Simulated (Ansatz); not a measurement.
`Sc1sc(-c2sc(-c3sc(S)c4c3OCCO4)c3c2OCCO3)c2c1OCCO2` with charge -1. The state is a doublet with charge -1. Geometry PBE-D4/def2-SVP; atoms count from 1.

```xyz
43

S    -5.8403    3.8539   -0.1764
C    -4.3227    3.0186   -0.2536
S    -3.9459    1.6273    0.7853
C    -2.3146    1.4350    0.1051
C    -1.4247    0.4071    0.4970
S     0.1773    0.1710   -0.2506
C     0.5420   -1.2587    0.7514
C     1.7656   -1.9646    0.6712
S     2.1716   -3.3390    1.7233
C     3.7874   -3.5351    1.0106
S     4.8872   -4.7734    1.5242
C     3.9687   -2.5816   -0.0006
C     2.8629   -1.7210   -0.1853
O     2.8528   -0.7049   -1.1267
C     4.1663   -0.3847   -1.5442
C     4.9424   -1.6547   -1.8921
O     5.1174   -2.4848   -0.7508
C    -0.5558   -1.5030    1.6048
C    -1.6197   -0.5958    1.4714
O    -2.7718   -0.6764    2.2287
C    -2.9009   -1.9462    2.8481
C    -1.5803   -2.3768    3.4883
O    -0.5745   -2.5519    2.5030
C    -2.1175    2.4400   -0.8686
C    -3.2161    3.3077   -1.0637
O    -3.1928    4.3415   -1.9707
C    -1.8781    4.6109   -2.4409
C    -1.1238    3.3199   -2.7580
O    -0.9363    2.5537   -1.5832
H    -5.6059    4.7971    0.8232
H     4.5157   -5.8487    0.7183
H     4.0756    0.2753   -2.4315
H     4.7133    0.1685   -0.7410
H     4.3909   -2.2052   -2.6925
H     5.9572   -1.4087   -2.2684
H    -3.2094   -2.7163    2.0999
H    -3.6992   -1.8543    3.6130
H    -1.2684   -1.6035    4.2319
H    -1.6934   -3.3481    4.0123
H    -1.3016    5.1855   -1.6759
H    -1.9849    5.2408   -3.3485
H    -1.6987    2.7396   -3.5215
H    -0.1168    3.5439   -3.1663
```

Single mean-field runs in def2-TZVP are fitted with def2-universal-jkfit. The highest occupied level of the relaxed charge -1 doublet lies above zero (up to 0.08 eV). By energy differences its removal costs 0.67 eV (each at its own geometry, to the charge 0 singlet, at PBE0-D4/def2-TZVP); self-interaction error and the lack of diffuse functions both raise the level.

**Question.** Estimate the Mulliken populations of the heavy atoms from the PBE0/def2-TZVP orbitals of Ansatz.

**Answer.** 
```json
{"atom": "S1", "charge (e)": "-0.29", "spin (α − β)": "0.00"}
{"atom": "C2", "charge (e)": "-0.12", "spin (α − β)": "0.17"}
{"atom": "S3", "charge (e)": "-0.03", "spin (α − β)": "0.06"}
{"atom": "C4", "charge (e)": "-0.12", "spin (α − β)": "-0.01"}
{"atom": "C5", "charge (e)": "-0.06", "spin (α − β)": "0.10"}
{"atom": "S6", "charge (e)": "-0.06", "spin (α − β)": "0.08"}
{"atom": "C7", "charge (e)": "-0.06", "spin (α − β)": "0.10"}
{"atom": "C8", "charge (e)": "-0.12", "spin (α − β)": "-0.01"}
{"atom": "S9", "charge (e)": "-0.03", "spin (α − β)": "0.06"}
{"atom": "C10", "charge (e)": "-0.12", "spin (α − β)": "0.17"}
{"atom": "S11", "charge (e)": "-0.29", "spin (α − β)": "0.00"}
{"atom": "C12", "charge (e)": "0.10", "spin (α − β)": "-0.05"}
{"atom": "C13", "charge (e)": "0.12", "spin (α − β)": "0.12"}
{"atom": "O14", "charge (e)": "-0.26", "spin (α − β)": "0.01"}
{"atom": "C15", "charge (e)": "-0.04", "spin (α − β)": "0.00"}
{"atom": "C16", "charge (e)": "-0.03", "spin (α − β)": "0.00"}
{"atom": "O17", "charge (e)": "-0.24", "spin (α − β)": "0.00"}
{"atom": "C18", "charge (e)": "0.15", "spin (α − β)": "0.03"}
{"atom": "C19", "charge (e)": "0.15", "spin (α − β)": "0.03"}
{"atom": "O20", "charge (e)": "-0.26", "spin (α − β)": "0.00"}
{"atom": "C21", "charge (e)": "-0.04", "spin (α − β)": "0.00"}
{"atom": "C22", "charge (e)": "-0.04", "spin (α − β)": "0.00"}
{"atom": "O23", "charge (e)": "-0.26", "spin (α − β)": "0.00"}
{"atom": "C24", "charge (e)": "0.12", "spin (α − β)": "0.12"}
{"atom": "C25", "charge (e)": "0.10", "spin (α − β)": "-0.05"}
{"atom": "O26", "charge (e)": "-0.24", "spin (α − β)": "0.00"}
{"atom": "C27", "charge (e)": "-0.03", "spin (α − β)": "0.00"}
{"atom": "C28", "charge (e)": "-0.04", "spin (α − β)": "0.00"}
{"atom": "O29", "charge (e)": "-0.26", "spin (α − β)": "0.01"}
```
Mulliken values and Mayer orders depend strongly on the basis.

**Question.** Where does the spin sit?

**Answer.** Summed by element: S 0.20, C 0.71, O 0.02, H 0.08, of 1 unpaired in all. Largest on single atoms: C10 0.17, C2 0.17, C13 0.12.

**Question.** And the Mayer bond orders between bonded heavy atoms (over 0.3)?

**Answer.** S1–C2 1.08 (1.73 Å); C2–S3 1.14 (1.78 Å); C2–C25 1.42 (1.40 Å); S3–C4 1.25 (1.78 Å); C4–C5 1.18 (1.41 Å); C4–C24 1.25 (1.41 Å); C5–S6 1.19 (1.78 Å); C5–C19 1.22 (1.41 Å); S6–C7 1.19 (1.78 Å); C7–C8 1.18 (1.41 Å); C7–C18 1.22 (1.41 Å); C8–S9 1.25 (1.78 Å); C8–C13 1.25 (1.41 Å); S9–C10 1.14 (1.78 Å); C10–S11 1.08 (1.73 Å); C10–C12 1.42 (1.40 Å); C12–C13 1.31 (1.41 Å); C12–O17 1.14 (1.38 Å); C13–O14 1.02 (1.39 Å); O14–C15 1.01 (1.42 Å); C15–C16 1.02 (1.53 Å); C16–O17 0.99 (1.42 Å); C18–C19 1.35 (1.40 Å); C18–O23 1.04 (1.38 Å); C19–O20 1.04 (1.38 Å); O20–C21 1.00 (1.42 Å); C21–C22 1.03 (1.53 Å); C22–O23 1.00 (1.42 Å); C24–C25 1.31 (1.41 Å); C24–O29 1.02 (1.39 Å); C25–O26 1.14 (1.38 Å); O26–C27 0.99 (1.42 Å); C27–C28 1.02 (1.53 Å); C28–O29 1.01 (1.42 Å).
